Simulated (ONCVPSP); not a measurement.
## What one change does to a pseudopotential (iron, ONCV)

iron (Fe), optimised norm-conserving Vanderbilt (ONCV), made with ONCVPSP 4.0.1 (PBE, scalar-relativistic). Core [Ne], reference 3s2 3p6 3d6 4s2. Waves: 3s+4s: rc 1.10 bohr, ncon 5, nbas 9, qcut 8.4 1/bohr, 2 projectors; 3p: rc 1.15 bohr, ncon 4, nbas 8, qcut 14.6 1/bohr, 1 projector; 3d: rc 1.25 bohr, ncon 4, nbas 8, qcut 12.4 1/bohr, 1 projector. Local part: polynomial inside 0.75 bohr (lpopt 4, dvloc0 2 Ha). Core correction: Teter function, fcfact 4.5, rcfact 1.45.

All-electron outer shells of the reference configuration (PBE, scalar-relativistic, ld1.x):

| shell | level (eV) | outermost node (bohr) | outermost maximum (bohr) |
| --- | --- | --- | --- |
| 2p | -698.45 | – | 0.18 |
| 3s | -94.02 | 0.33 | 0.70 |
| 3p | -60.04 | 0.30 | 0.72 |
| 3d | -7.50 | – | 0.71 |
| 4s | -5.29 | 1.00 | 2.41 |

Change: s: qcut 9.7.

Cutoffs: the cutoffs (Ha) at which the residual kinetic energy of the hardest occupied pseudo-wave falls to 1 and 0.1 mHa per electron; they do not see the model core or the augmentation charge, which bear on the density cutoff. Errors are all-electron minus pseudo energies relative to the spin-unpolarised reference configuration.

Problem. How do hardness, ghosts and transferability respond?

Solution. The potential gets softer (69 Ha and 176 Ha → 60 Ha and 117 Ha); the errors of the 4 common tests hardly move; neither file shows a bound ghost.

| quantity | base | changed |
| --- | --- | --- |
| cutoff, loose | 69 Ha | 60 Ha |
| cutoff, tight | 176 Ha | 117 Ha |
| loose cutoff by channel | s 69 Ha, p 32 Ha, d 60 Ha | s 43 Ha, p 32 Ha, d 60 Ha |
| bound ghosts | none | none |
| GHOST(+) flags under 300 eV | none | none |
| error for 3s2 3p6 3d6 4s1, meV [ΔE 8.73 eV] | -0.1 | -0.1 |
| error for 3s2 3p6 3d6 4s0, meV [ΔE 24.93 eV] | +0.8 | +0.9 |
| error for 3s2 3p6 3d5 4s0, meV [ΔE 59.16 eV] | -6.1 | -5.7 |
| error for 3s2 3p6 3d7 4s1, meV [ΔE -0.79 eV] | +0.1 | +0.2 |
| s: phases at 1.12 bohr within 0.05 rad from the reference energy up to (Ha; the scan ends near 5) | to the end of the scan | to the end of the scan |
| p: phases at 1.17 bohr within 0.05 rad from the reference energy up to (Ha; the scan ends near 5) | 3.2 | 3.2 |
| d: phases at 1.27 bohr within 0.05 rad from the reference energy up to (Ha; the scan ends near 5) | 2.7 | 2.7 |
| rms error of d²Exc/dni dnj with the model core, mHa | 1.49 | 1.34 |
